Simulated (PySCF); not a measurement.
ClMg (SMILES [Mg][Cl]), doublet, geometry from GFN2-xTB (such geometries of metal compounds can be far from the true shape) (the spin is typed, not shown lowest), with bond 2-1 at 2.2 times its length; HF/6-31G (PySCF).

Input for PySCF:
```python
from pyscf import gto, scf

mol = gto.Mole()
mol.atom = '''
    Mg   -0.000000   -0.000000   -1.267847
    Cl    0.000000    0.000000    3.490307
'''
mol.basis = '6-31g'
mol.charge = 0
mol.spin = 1
mol.verbose = 4
mol.build()

mf = scf.UHF(mol)
mf.kernel()
mo_i, mo_e, stable_i, stable_e = mf.stability(internal=True, external=True, return_status=True, nroots=6, tol=1e-6)
print('internally stable:', stable_i, ' externally stable:', stable_e)
if not stable_i:
    umf = mf.copy()
    umf.scf_summary = {}
    umf.kernel(umf.make_rdm1(mo_i, mf.mo_occ))
mf.analyze()
```

It wrote (shortened):

```
PySCF version 2.14.0

[INPUT] verbose = 4
[INPUT] num. atoms = 2
[INPUT] num. electrons = 29
[INPUT] charge = 0
[INPUT] spin (= nelec alpha-beta = 2S) = 1
[INPUT] symmetry False subgroup None
[INPUT] Mole.unit = angstrom
[INPUT] Symbol           X                Y                Z      unit          X                Y                Z       unit  Magmom
[...]
nuclear repulsion = 22.6878220056938
number of shells = 14
number of NR pGTOs = 92
number of NR cGTOs = 26
basis = 6-31g
ecp = {}

******** <class 'pyscf.scf.uhf.UHF'> ********
method = UHF
initial guess = minao
damping factor = 0
level_shift factor = 0
DIIS = <class 'pyscf.scf.diis.CDIIS'>
diis_start_cycle = 1
diis_space = 8
diis_damp = 0
SCF conv_tol = 1e-09
SCF conv_tol_grad = None
SCF max_cycles = 50
direct_scf = True
direct_scf_tol = 1e-13
number electrons alpha = 15  beta = 14
Set gradient conv threshold to 3.16228e-05
init E= -658.819429614206

cycle= 1 E= -658.945085661787  delta_E= -0.126  |g|= 0.238  |ddm|= 0.715
cycle= 2 E= -658.989962606634  delta_E= -0.0449  |g|= 0.114  |ddm|= 0.664
cycle= 3 E= -658.998591827294  delta_E= -0.00863  |g|= 0.0173  |ddm|= 0.171
cycle= 4 E= -659.000161218255  delta_E= -0.00157  |g|= 0.0126  |ddm|= 0.0964
cycle= 5 E= -659.001587287436  delta_E= -0.00143  |g|= 0.0129  |ddm|= 0.0808
cycle= 6 E= -659.00077016811  delta_E= 0.000817  |g|= 0.0115  |ddm|= 0.049
cycle= 7 E= -658.997539882009  delta_E= 0.00323  |g|= 0.0248  |ddm|= 0.252
cycle= 8 E= -658.995333804268  delta_E= 0.00221  |g|= 0.0384  |ddm|= 0.126
cycle= 9 E= -658.99668502618  delta_E= -0.00135  |g|= 0.0293  |ddm|= 0.0672
cycle= 10 E= -658.996263394364  delta_E= 0.000422  |g|= 0.0323  |ddm|= 0.0258
cycle= 11 E= -658.99645057642  delta_E= -0.000187  |g|= 0.0305  |ddm|= 0.0141
cycle= 12 E= -658.995985922749  delta_E= 0.000465  |g|= 0.0335  |ddm|= 0.0258
cycle= 13 E= -658.99621048935  delta_E= -0.000225  |g|= 0.0324  |ddm|= 0.013
cycle= 14 E= -658.998740877585  delta_E= -0.00253  |g|= 0.0135  |ddm|= 0.177
cycle= 15 E= -659.000030408484  delta_E= -0.00129  |g|= 0.0159  |ddm|= 0.113
cycle= 16 E= -658.996041415266  delta_E= 0.00399  |g|= 0.0314  |ddm|= 0.301
cycle= 17 E= -658.996195943372  delta_E= -0.000155  |g|= 0.0309  |ddm|= 0.00992
cycle= 18 E= -658.995643199488  delta_E= 0.000553  |g|= 0.0341  |ddm|= 0.0286
cycle= 19 E= -658.995944747232  delta_E= -0.000302  |g|= 0.0314  |ddm|= 0.0124
cycle= 20 E= -658.996291507152  delta_E= -0.000347  |g|= 0.0296  |ddm|= 0.0209
cycle= 21 E= -658.997542020175  delta_E= -0.00125  |g|= 0.0238  |ddm|= 0.0877
cycle= 22 E= -658.996902830089  delta_E= 0.000639  |g|= 0.0268  |ddm|= 0.0479
cycle= 23 E= -658.997306184071  delta_E= -0.000403  |g|= 0.0184  |ddm|= 0.0232
cycle= 24 E= -658.998896781368  delta_E= -0.00159  |g|= 0.0116  |ddm|= 0.138
cycle= 25 E= -658.99931639495  delta_E= -0.00042  |g|= 0.0132  |ddm|= 0.0407
cycle= 26 E= -658.995588510825  delta_E= 0.00373  |g|= 0.0287  |ddm|= 0.28
cycle= 27 E= -658.998383028473  delta_E= -0.00279  |g|= 0.0157  |ddm|= 0.199
cycle= 28 E= -658.998426802103  delta_E= -4.38e-05  |g|= 0.0156  |ddm|= 0.00418
cycle= 29 E= -658.998474239354  delta_E= -4.74e-05  |g|= 0.0157  |ddm|= 0.00478
cycle= 30 E= -658.998226218664  delta_E= 0.000248  |g|= 0.0162  |ddm|= 0.0234
cycle= 31 E= -658.998569630672  delta_E= -0.000343  |g|= 0.0147  |ddm|= 0.0306
cycle= 32 E= -658.999262989385  delta_E= -0.000693  |g|= 0.0161  |ddm|= 0.0666
cycle= 33 E= -658.998716981493  delta_E= 0.000546  |g|= 0.0161  |ddm|= 0.0497
cycle= 34 E= -658.998211924819  delta_E= 0.000505  |g|= 0.0166  |ddm|= 0.048
cycle= 35 E= -658.996168830571  delta_E= 0.00204  |g|= 0.0234  |ddm|= 0.16
cycle= 36 E= -658.997805993785  delta_E= -0.00164  |g|= 0.0196  |ddm|= 0.129
cycle= 37 E= -658.997861312196  delta_E= -5.53e-05  |g|= 0.019  |ddm|= 0.00444
cycle= 38 E= -658.998139701081  delta_E= -0.000278  |g|= 0.0177  |ddm|= 0.0241
cycle= 39 E= -658.999116807253  delta_E= -0.000977  |g|= 0.0184  |ddm|= 0.0946
cycle= 40 E= -658.999441008709  delta_E= -0.000324  |g|= 0.019  |ddm|= 0.0305
cycle= 41 E= -658.998333827299  delta_E= 0.00111  |g|= 0.0188  |ddm|= 0.101
cycle= 42 E= -658.99886588768  delta_E= -0.000532  |g|= 0.0188  |ddm|= 0.0502
cycle= 43 E= -659.00055578858  delta_E= -0.00169  |g|= 0.0262  |ddm|= 0.148
cycle= 44 E= -658.999535855535  delta_E= 0.00102  |g|= 0.0235  |ddm|= 0.0792
cycle= 45 E= -658.999298306097  delta_E= 0.000238  |g|= 0.0224  |ddm|= 0.0224
cycle= 46 E= -658.995168518165  delta_E= 0.00413  |g|= 0.0351  |ddm|= 0.304
cycle= 47 E= -658.997757846859  delta_E= -0.00259  |g|= 0.0201  |ddm|= 0.159
cycle= 48 E= -658.998215742363  delta_E= -0.000458  |g|= 0.0194  |ddm|= 0.0427
cycle= 49 E= -658.997985151871  delta_E= 0.000231  |g|= 0.0188  |ddm|= 0.0244
cycle= 50 E= -658.998041304956  delta_E= -5.62e-05  |g|= 0.0201  |ddm|= 0.0101
SCF not converged.
SCF energy = -658.998041304956 after 50 cycles  <S^2> = 0.75253546  2S+1 = 2.0025339
uhf_internal: lowest eigs of H = [0.01410431 0.05763868 0.05763869 0.17931534 0.17936207 0.17936215]
<class 'pyscf.scf.uhf.UHF'> wavefunction is stable in the internal stability analysis
uhf_real2complex: lowest eigs of H = [0.02934232 0.02934234 0.0307218  0.0914486  0.09144921 0.09688012]
<class 'pyscf.scf.uhf.UHF'> wavefunction is stable in the real -> complex stability analysis
uhf_external: lowest eigs of H = [-0.00385699  0.0091601   0.02690862  0.02690864  0.07813738  0.09134251]
<class 'pyscf.scf.uhf.UHF'> wavefunction has an UHF/UKS -> GHF/GKS instability
internally stable: True  externally stable: False
**** SCF Summaries ****
Total Energy =                        -658.998041304956359
Nuclear Repulsion Energy =              22.687822005693810
One-electron Energy =                 -961.396247551325246
Two-electron Energy =                  279.710384240675069
Two-electron Coulomb Energy =          323.317890719083778
DFT Exchange-Correlation Energy =      -43.607506478408709
**** MO energy ****
                             alpha | beta                alpha | beta
[...]
To work with the spin densities directly, `use mulliken_meta_spin()` only printing them here.

 ** Mulliken spin pop alpha/beta on meta-lowdin orthogonal AOs **
 ** Mulliken Spin Density (per AO)  **
spin_pop of  0 Mg 1s        0.00000
spin_pop of  0 Mg 2s        0.00000
spin_pop of  0 Mg 3s        0.93500
spin_pop of  0 Mg 4s        0.01472
spin_pop of  0 Mg 2px       0.00001
spin_pop of  0 Mg 2py       0.00001
spin_pop of  0 Mg 2pz       0.00001
spin_pop of  0 Mg 3px       0.00075
spin_pop of  0 Mg 3py       0.00075
spin_pop of  0 Mg 3pz       0.03647
spin_pop of  0 Mg 4px      -0.00003
spin_pop of  0 Mg 4py      -0.00003
spin_pop of  0 Mg 4pz       0.00036
spin_pop of  1 Cl 1s        0.00000
spin_pop of  1 Cl 2s        0.00000
spin_pop of  1 Cl 3s        0.00005
spin_pop of  1 Cl 4s        0.00030
spin_pop of  1 Cl 2px       0.00000
spin_pop of  1 Cl 2py       0.00000
spin_pop of  1 Cl 2pz      -0.00000
spin_pop of  1 Cl 3px      -0.00085
spin_pop of  1 Cl 3py      -0.00085
spin_pop of  1 Cl 3pz       0.01148
spin_pop of  1 Cl 4px       0.00013
spin_pop of  1 Cl 4py       0.00013
spin_pop of  1 Cl 4pz       0.00159
 ** Mulliken Spin Density (per atom)  **
spin density of  0 Mg =      0.98802
spin density of  1 Cl =      0.01198
 ** Mulliken pop alpha/beta on meta-lowdin orthogonal AOs **
 ** Mulliken pop       alpha | beta **
[...]
In total            15.00000 | 14.00000
 ** Mulliken atomic charges   ( Nelec_alpha | Nelec_beta ) **
charge of  0Mg =      0.91570  (     6.03616      5.04814 )
charge of  1Cl =     -0.91570  (     8.96384      8.95186 )
Dipole moment(X, Y, Z, Debye):  0.00000,  0.00000, -19.64094
```

The run did not converge; its last values are not results.
